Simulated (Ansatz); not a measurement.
`[OH][Zr]([F])([F])[F]` + HCl → `[F][Zr]([F])([F])[Cl]` + H₂O at 500 K and 1 bar (ligand exchange at a Zr–O bond).

Calculated with Ansatz (gas phase, PBE0-D4/def2-TZVP geometries, no zero-point term in ΔE). CBS: MP2 limit from def2 TZ/QZ plus the TZ coupled-cluster correction, frozen cores. This one scheme is used for every species. def2 core potentials past Kr. For Zr outer-core shells are correlated without core-valence functions, which leaves a few kJ/mol of doubt a bond. One conformer a species, not always the lowest.

```json
{"species": "`[OH][Zr]([F])([F])[F]`", "CCSD(T)/CBS energy (Eh)": "-422.45878", "H − E (kJ/mol)": "92.2", "S (J/(mol·K))": "404.6"}
{"species": "HCl", "CCSD(T)/CBS energy (Eh)": "-460.38127", "H − E (kJ/mol)": "32.5", "S (J/(mol·K))": "201.9"}
{"species": "`[F][Zr]([F])([F])[Cl]`", "CCSD(T)/CBS energy (Eh)": "-806.47035", "H − E (kJ/mol)": "58.7", "S (J/(mol·K))": "394.4"}
{"species": "H₂O", "CCSD(T)/CBS energy (Eh)": "-76.37941", "H − E (kJ/mol)": "73.2", "S (J/(mol·K))": "206.3"}
```

H − E and S are ideal-gas, rigid-rotor, harmonic terms from PBE0-D4/def2-TZVP, for one conformer and one mirror image of each species. 1 Eh = 2625.50 kJ/mol, R = 8.31446 J/(mol·K).

Task: By hand: ΔE, ΔH, ΔS and ΔG.

Result: ΔE = (-806.47035) + (-76.37941) − (-422.45878) − (-460.38127) = -0.00971 Eh = -25.5 kJ/mol. Δ(H − E) = 58.7 + 73.2 − 92.2 − 32.5 = 7.2, so ΔH = -18.3 kJ/mol. ΔS = 394.4 + 206.3 − 404.6 − 201.9 = -5.8 J/(mol·K). ΔG = -18.3 − 500 × (-5.8)/1000 = -15.4 kJ/mol.

Task: By hand: the equilibrium constant, and the temperature at which ΔG would vanish if ΔH and ΔS stayed fixed.

Result: log₁₀ K = −ΔG/(RT ln 10) = 1.6. ΔG = 0 at ΔH/ΔS = 3155 K, far beyond where these terms or the molecules hold.

The number of gas molecules stays the same, so ΔS is small and ΔH decides. A doubt of 5 kJ/mol in ΔE shifts log₁₀ K by 0.5 here. Other conformers and mirror images would add mixing entropy, several J/(mol·K) or more a flexible species. These are equilibria of isolated gas molecules and say nothing of rates. Largest T1 diagnostic: 0.017 (customary marks: 0.02 for closed shells, 0.045 for open ones).
